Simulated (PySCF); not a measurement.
## Ionisation energy of Sb²⁺ by level of theory

Sb²⁺ [Kr] 4d10 5s2 5p1 (2P) → Sb³⁺ [Kr] 4d10 5s2 (1S), as a difference of total energies. Calculation: PySCF 2.14, in aug-cc-pVTZ-DK3; scalar relativity by spin-free X2C-1e. Correlated levels: valence: [Kr] 4d10 frozen. The calculations carry no spin-orbit coupling.

```tsv
method	ionisation energy (eV)
UHF	24.141
MP2 (valence)	24.362
SCS-MP2 (valence)	24.352
CCSD (valence)	24.429
CCSD(T) (valence)	24.446
```

Question: How much does correlation contribute at CCSD(T) (valence)?

Answer: 24.446 − (24.141) = 0.305 eV, measured against UHF.

A first-order spin-orbit estimate (lowest level to lowest level, LS coupling) adds 0.488 eV.

Errors of the correlated levels include the incompleteness of this basis and the frozen core.

For comparison: 25.323 eV (measured; NIST Atomic Spectra Database, ionization energies).
